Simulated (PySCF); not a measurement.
SMILES [SiH3][SiH2][SiH2]S, singlet (GFN2-xTB optimised geometry):

```
12

Si     2.102    -0.795     0.000
Si    -0.220    -0.795     0.000
Si    -1.233     1.285     0.000
S     -0.286     2.393    -1.606
H      2.621    -0.384     1.309
H      2.665    -2.117    -0.285
H      2.635     0.134    -0.995
H     -0.755    -1.563    -1.135
H     -0.771    -1.485     1.178
H     -1.004     2.117     1.184
H     -2.665     1.403    -0.284
H     -0.936     3.529    -1.422
```

Level of theory: PBE0/def2-TZVP in PySCF.

Task: What are the frontier orbital energies and the dipole moment?

Result: HOMO-2 -8.84 eV, HOMO-1 -8.54 eV, HOMO -7.21 eV, LUMO -0.82 eV, LUMO+1 -0.45 eV; dipole moment 1.11 D.

Meta-Löwdin charges at PBE0/def2-TZVP: Si1 0.24, Si2 0.11, Si3 0.35, S4 -0.33, H5 -0.07, H6 -0.07, H7 -0.06, H8 -0.05, H9 -0.06, H10 -0.08, H11 -0.08, H12 0.11.
